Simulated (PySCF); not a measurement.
Mg(iPr)(OH) (C3H8MgO), SMILES C[CH]([Mg][OH])C. Atoms are numbered in the order given.

```xyz
13

Mg     1.0715    -0.1056     0.0000
C     -1.0299    -0.3894     0.0000
C     -1.7080     0.1644     1.2604
C     -1.7080     0.1644    -1.2604
H     -1.1823    -1.4888     0.0000
H     -2.8005    -0.0305     1.2558
H     -1.5927     1.2602     1.3477
H     -1.3104    -0.2764     2.1909
H     -1.3104    -0.2764    -2.1909
H     -2.8005    -0.0305    -1.2558
H     -1.5927     1.2602    -1.3477
O      2.8293     0.1191     0.0000
H      3.7719     0.2609     0.0000
```
Charge 0, spin multiplicity 1.

Geometry optimised at r2SCAN-D4/def2-SVP. One conformer was computed; it need not be the lowest.

Two levels are set side by side: PBE/pcSseg-1 (PySCF) and HF/pcSseg-1 (PySCF). GIAO shifts against H2O (¹⁷O), TMS (¹H), TMS (¹³C) at the same level; non-relativistic, no solvent, atoms listed together averaged. Differences are taken from unrounded values.

```json
[
 {"quantity": "δ(¹³C) of C2 (ppm)", "PBE": "18.9"},
 {"quantity": "δ(¹³C) of C3, C4 (ppm)", "PBE": "30.2"},
 {"quantity": "δ(¹H) of H5 (ppm)", "PBE": "1.21"},
 {"quantity": "δ(¹⁷O) of O12 (ppm)", "PBE": "-41.7"},
 {"quantity": "δ(¹H) of H13 (ppm)", "PBE": "-0.32"}
]
```

Q: These are the PBE values. What does HF give? (The exact figures need the calculation; the answer reports its results.)

A: 
```json
[
 {"quantity": "δ(¹³C) of C2 (ppm)", "HF": "5.9", "PBE minus HF": "13.0"},
 {"quantity": "δ(¹³C) of C3, C4 (ppm)", "HF": "26.3", "PBE minus HF": "3.9"},
 {"quantity": "δ(¹H) of H5 (ppm)", "HF": "0.26", "PBE minus HF": "0.95"},
 {"quantity": "δ(¹⁷O) of O12 (ppm)", "HF": "-49.2", "PBE minus HF": "7.5"},
 {"quantity": "δ(¹H) of H13 (ppm)", "HF": "0.51", "PBE minus HF": "-0.83"}
]
```

Rough cost on one machine, each run with all the roots and properties that it gave: HF against PBE within a factor of 2.
